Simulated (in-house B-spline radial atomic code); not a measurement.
How numerical settings move a run on the gallium ion Ga⁵⁺, [Ar] 3d8. Computed with a B-spline radial code for spherical atoms: scalar-relativistic (X2C) r2SCAN, spin-polarised, spherical fractional occupations, Fermi nucleus of rms radius 3.9973 fm.

Command:
```bash
python run_scf.py task.json out
```
Settings of the sound reference run:
```
Z                31
electrons        26
configuration    [Ar] 3d8
hamiltonian      x2c
method           r2scan
spin_polarised   True
nucleus          fermi
rms_radius       3.9973
mass_number      69
atomic_mass      68.92557
speed_of_light   137.036
knot_spacing     0.22
spline_order     8
gauss_points     12
box_radius       10.53
max_iterations   70
damping          0.5
damped_steps     3
diis_vectors     10
tolerance        1e-08
start            Thomas-Fermi
```

Cost of the run: 0.56 s on 1 thread of Arm Neoverse N1 (shared host).

It converges in 9 iterations to -1936.178292 hartree, with 3d down at -99.8534 eV. The other runs change the listed settings, some to values that make no sense; their results aren't properties of the atom or ion. Radii are in bohr (the nuclear one in fm), a minus after a letter asks for a j subshell, and «unchanged» means within 1e-8 hartree. The run stops when the residual is below 10 × tolerance × max(1, Z/10), or a noise floor if that is larger, and the energy moves by less than 1e-8 × √|E| hartree; so very loose and very tight tolerances often act alike.

| changed settings | outcome |
| --- | --- |
| knot_spacing = 0.3, spline_order = 3, gauss_points = 5, max_iterations = 2 | not converged after 2 iterations, last residual 2.0e-03, last energy +1.60e-01 hartree from the reference |
| spline_order = 4 | converged in 9 iterations, energy +6.63e-04 hartree from the reference, 3d down level -6.8e-04 eV |
| max_iterations = 8 | not converged after 8 iterations, last residual 7.8e-07, last energy -3.00e-10 hartree from the reference |
| max_iterations = 5 | not converged after 5 iterations, last residual 2.4e-05, last energy +6.70e-09 hartree from the reference |
| max_iterations = 2 | not converged after 2 iterations, last residual 1.7e-03, last energy +3.47e-05 hartree from the reference |
| electrons = 29, configuration = [Ar] 3d8 4s3, max_iterations = 75 | stopped with error: shell 4s holds at most 1 electrons (per spin) |
| knot_spacing = 0.4, gauss_points = 6, box_radius = 5.26, first_knot = 0.000323, max_iterations = 100 | converged in 9 iterations, energy -1.43e-03 hartree from the reference, 3d down level +1.4e-03 eV |
| spline_order = 10 | converged in 9 iterations, energy -9.17e-06 hartree from the reference, 3d down level -1.6e-04 eV |
| knot_spacing = 1.4, first_knot = 0.0323, max_iterations = 50, damped_steps = 1 | converged in 7 iterations, energy +7.97e+00 hartree from the reference, 3d down level -2.7e+00 eV (the program warns: 2s up reaches the box edge; 2s down reaches the box edge) |
| gauss_points = 6, first_knot = 3.23e-06, max_iterations = 60, damping = 0 | converged in 7 iterations, energy +2.10e-07 hartree from the reference, 3d down level +2.4e-05 eV |
| damping = 0.8 | converged in 9 iterations, energy unchanged, 3d down level -4.8e-07 eV |
| max_iterations = 12 | converged in 9 iterations, energy unchanged |
| spline_order = 5 | converged in 9 iterations, energy +2.68e-05 hartree from the reference, 3d down level -5.1e-05 eV |
| max_iterations = 5, diis_vectors = 0 | not converged after 5 iterations, last residual 1.8e-04, last energy +1.21e-07 hartree from the reference |
| damping = 0 | converged in 7 iterations, energy unchanged, 3d down level +1.1e-05 eV |

Task: What happens with hamiltonian = dirac, method = hf, spin_polarised = False, speed_of_light = 27.90053?

Result: Converged in 10 iterations to -2802.4311 hartree, a different physical problem.

Task: What happens with spline_order = 6?

Result: Converged in 9 iterations, energy -1.67e-05 hartree from the reference, 3d down level -1.0e-04 eV.

Task: What happens with max_iterations = 3?

Result: Not converged after 3 iterations, last residual 7.6e-04, last energy +1.71e-06 hartree from the reference.

Task: What happens with spline_order = 7?

Result: Converged in 9 iterations, energy -1.16e-05 hartree from the reference, 3d down level -2.0e-04 eV.
